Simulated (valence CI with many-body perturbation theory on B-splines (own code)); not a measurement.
**Valence orbitals of Yb LVIII**

Level of theory: configuration interaction combined with many-body perturbation theory (CI+MBPT): three valence electrons over a frozen Dirac-Fock core [Ne], radial functions for each j: 11 s, 11 p, 9 d, 7 f, 5 g, 2 h, 1 i, with the one-electron correlation potential Σ1 (screened to all orders), the two-electron term Σ2, the three-electron term Σ3, Breit, model QED; selected single and double excitations, second order for the rest (own B-spline code, finite nucleus).

No measured spectrum was set against this ion. As an estimate, large intervals hold to a few tenths of a per cent, small ones and those within an open d or f shell to about a per cent.

These are the spectroscopic orbitals of the CI (the correlating ones are not listed), shaped by the core and the other valence electrons. h is the expectation value of the core's Dirac-Fock operator, without the valence repulsion; Σ1 is computed up to l = 3 at one energy for each symmetry, that of its lowest orbital but kept below the first core excitation, so for empty shells it is not the orbital's own correlation shift; Breit and QED include the response of the core.

```tsv
Orbital	h (hartree)	Σ1 (cm⁻¹)	Breit (cm⁻¹)	QED (cm⁻¹)	⟨r⟩ (bohr)
3s1/2	-229.46	-7284	39225	32607	0.1975
4s1/2	-124.84	-2473	15298	13156	0.3647
5s1/2	-78.294	-1139	7325	6460	0.5848
6s1/2	-53.631	-624	4107	3648	0.8560
3p1/2	-224.05	-9515	65950	1587	0.1858
4p1/2	-122.6	-3162	25762	657	0.3557
5p1/2	-77.166	-1464	12513	331	0.5776
6p1/2	-52.988	-804	7052	189	0.8509
3p3/2	-213.37	-8167	36777	4469	0.1963
4p3/2	-118.23	-2827	14408	1819	0.3698
5p3/2	-74.971	-1331	7696	912	0.5953
6p3/2	-51.733	-738	4359	521	0.8720
3d3/2	-206.89	-10175	30336	-908	0.1679
4d3/2	-115.75	-2884	11005	-289	0.3444
5d3/2	-73.758	-1292	5241	-131	0.5724
3d5/2	-204.41	-9005	14585	466	0.1712
4d5/2	-114.69	-2540	5217	272	0.3484
5d5/2	-73.208	-1140	2552	153	0.5773
4f5/2	-113.37	-2543	1155	-176	0.3030
5f5/2	-72.556	-1232	787	-93.5	0.5334
4f7/2	-112.91	-2410	337	82.9	0.3050
5f7/2	-72.319	-1161	228	39.4	0.5357
5g7/2	-72.211		27.9	-43.3	0.4701
5g9/2	-72.072		5.5	32.6	0.4716
```

Among the shells of the start configuration 3s2 3p1, Σ1 is largest in size for 3p1/2, where it is 0.019 % of h.

Lowest root of each symmetry, sizes in configuration state functions:

```
  J  Parity  Roots  Reference  Variational  Second order  Change by selected CI (cm⁻¹)  Change by second order (cm⁻¹)
1/2    even      9         58         7058          4719                         -5131                              0
3/2    even     13         92        12039          8828                         -2873                             -1
5/2    even     12         94        13805         11926                         -4186                             -1
7/2    even      6         67        12062         13982                         -6052                             -2
9/2    even      3         41         8826         10163                         -6048                             -3
1/2     odd      7         55         6383          5380                         -5017                              0
3/2     odd     12         89        11265          9626                         -4638                              0
5/2     odd      9         86        12400         13298                         -5397                             -1
7/2     odd      5         63        11244         10378                         -6002                             -2
9/2     odd      2         33         8101         14856                         -3264                             -3
```
